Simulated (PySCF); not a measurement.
CrO2, SMILES [Cr](=[O])=[O] (connectivity only; charge and spin as stated), neutral, multiplicity 3. Geometry: PBE-D3(BJ)/def2-TZVP. The spin state was assumed, not searched.

These are PBE-D3(BJ)/def2-TZVP (PySCF 2.14.0) values and carry that method's errors.

Harmonic wavenumbers (cm⁻¹): 247, 978, 1007. Rotational constants (GHz): 43.65, 7.996, 6.758; symmetry number 2.

Problem. Work out the zero-point energy and the ideal-gas rigid-rotor harmonic-oscillator thermochemistry at 298.15 K and 1 atm.

Solution. ZPE = ½ Σ hcν = ½ × 2233 cm⁻¹ = 3.19 kcal/mol. H − E(el) = 5.92 kcal/mol. Entropy in cal/(mol K): translation 39.20, rotation 21.06, vibration 1.94, spin 2.18, total 64.38. G − E(el) = -13.28 kcal/mol. Cp = 10.49 cal/(mol K).
